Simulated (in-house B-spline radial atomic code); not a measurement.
How numerical settings move a run on the iron ion Fe⁴⁺, [Ar] 3d4. Computed with a B-spline radial code for spherical atoms: non-relativistic M06-2X, spherical fractional occupations, point nucleus.

Command:
```bash
python run_scf.py task.json out
```
Settings of the sound reference run:
```
Z                26
electrons        22
configuration    [Ar] 3d4
hamiltonian      nr
method           m062x
spin_polarised   False
knot_spacing     0.22
spline_order     8
gauss_points     12
box_radius       12.77
max_iterations   70
damping          0.5
damped_steps     3
diis_vectors     10
tolerance        1e-08
start            Thomas-Fermi
```

Run time, properties included: 0.33 s on 1 thread of Arm Neoverse N1, on a shared host.

It converges in 9 iterations to -1258.874579 hartree, with 3d at -62.9161 eV. The other runs change the listed settings, some to values that make no sense; their results aren't properties of the atom or ion. Radii are in bohr (the nuclear one in fm), a minus after a letter asks for a j subshell, and «unchanged» means within 1e-8 hartree. The run stops when the residual is below 10 × tolerance × max(1, Z/10), or a noise floor if that is larger, and the energy moves by less than 1e-8 × √|E| hartree; so very loose and very tight tolerances often act alike.

| changed settings | outcome |
| --- | --- |
| spline_order = 5 | converged in 9 iterations, energy +9.33e-05 hartree from the reference, 3d level +1.3e-02 eV |
| knot_spacing = 2, gauss_points = 3, max_iterations = 100, damping = 0.8 | converged in 10 iterations, energy +2.33e+00 hartree from the reference, 3d level +1.9e+00 eV (the program warns: 2s reaches the box edge; 3s reaches the box edge) |
| spline_order = 7 | converged in 9 iterations, energy -1.29e-04 hartree from the reference, 3d level +2.6e-03 eV |
| damping = 0.2 | converged in 8 iterations, energy unchanged, 3d level +5.0e-06 eV |
| damping = 0.8 | converged in 9 iterations, energy unchanged, 3d level -5.3e-07 eV |
| spline_order = 3 | converged in 9 iterations, energy +2.90e-02 hartree from the reference, 3d level -3.9e-04 eV |
| damping = 0 | converged in 8 iterations, energy unchanged, 3d level -9.5e-07 eV |
| knot_spacing = 0.75, gauss_points = 8, first_knot = 0.0115, max_iterations = 12 | converged in 9 iterations, energy +6.07e-01 hartree from the reference, 3d level -1.6e-01 eV (the program warns: 2s reaches the box edge) |
| tolerance = 1e-06 | converged in 7 iterations, energy unchanged, 3d level -2.5e-04 eV |
| spline_order = 6 | converged in 9 iterations, energy -3.54e-05 hartree from the reference, 3d level -1.9e-02 eV |
| spline_order = 4 | converged in 9 iterations, energy +3.22e-04 hartree from the reference, 3d level -1.7e-02 eV |
| gauss_points = 4, box_radius = 2.55, max_iterations = 75, start = bare nucleus | converged in 8 iterations, energy +1.28e-01 hartree from the reference, 3d level +2.5e+00 eV (the program warns: 3d reaches the box edge; 3s reaches the box edge) |

**Question.** What happens with hamiltonian = dirac, method = hf, nucleus = fermi, rms_radius = 3.7377, mass_number = 56, atomic_mass = 55.93494, speed_of_light = 13.00472?

**Answer.** Stopped with error: Z/c is past the critical charge.

**Question.** What happens with gauss_points = 16, first_knot = 3.85e-05, max_iterations = 50, damped_steps = 0?

**Answer.** Converged in 6 iterations, energy -7.42e-05 hartree from the reference, 3d level +7.9e-03 eV.

**Question.** What happens with spline_order = 10?

**Answer.** Converged in 9 iterations, energy -1.38e-04 hartree from the reference, 3d level +3.0e-03 eV.

**Question.** What happens with electrons = 30, configuration = [Ar] 3d4 5s2 5p6, max_iterations = 100?

**Answer.** Converged in 13 iterations to -1259.9506 hartree, a different physical problem (warning: 5s has a positive eigenvalue: unbound, held by the box).
